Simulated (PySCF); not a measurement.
Computed properties of C₆H₁₀, SMILES CC/C=C/C=C

C6H10, SMILES C=C/C=C/CC. Geometry: PBE0-D3(BJ)/def2-SVP. The values are those of a single conformer. All values are computed for the isolated molecule unless a solvent is named; none is compared with measurement here.

**Structure.** All 42 harmonic modes at PBE0-D3(BJ)/def2-SVP (PySCF) are real, so it is a minimum. With heavy atoms numbered as in [CH2:1]=[CH:2]/[CH:3]=[CH:4]/[CH2:5][CH3:6], the shortest bond between them is C1–C2 at 1.341 Å and the longest C5–C6 at 1.527 Å.

**Vibrations.** The strongest infrared lines (harmonic, unscaled, degenerate partners summed) lie at 3149 cm⁻¹ (35 km/mol, H 91 %, C 9 %), 1049 cm⁻¹ (33 km/mol, H 86 %, C 14 %), 929 cm⁻¹ (33 km/mol, H 72 %, C 28 %). The softest mode is at 68 cm⁻¹ and the zero-point energy is 89.3 kcal/mol.

**Electronic structure.** PBE0/def2-TZVP (PySCF) places the frontier levels at -6.45 and -0.68 eV, a gap of 5.77 eV, and gives a dipole moment of 0.68 D and a mean polarisability of 81.9 bohr³. PBE/def2-TZVP (PySCF) at the same geometry gives -5.49 and -1.62 eV, so its gap is 1.90 eV narrower. An orbital gap is neither the optical nor the fundamental gap.

**Excitations.** TDA-M06-2X/def2-SVPD (PySCF) has S1 at 6.21 eV (200 nm, f = 1.209, bright); the most intense of the 10 singlets computed lies at 6.21 eV (f = 1.21). T1 (TDA) is at 3.47 eV, 2.74 eV under S1. TDA-PBE/def2-SVPD (PySCF) puts S1 at 5.69 eV. No vertical singlet excitation falls in the visible range (under 3.1 eV).

**NMR.** GIAO shifts at HF/pcSseg-1 (PySCF) (non-relativistic, atoms alike by connectivity averaged): ¹³C from 18.7 to 147.2 ppm against TMS; ¹H from 1.4 to 6.7 ppm against TMS.
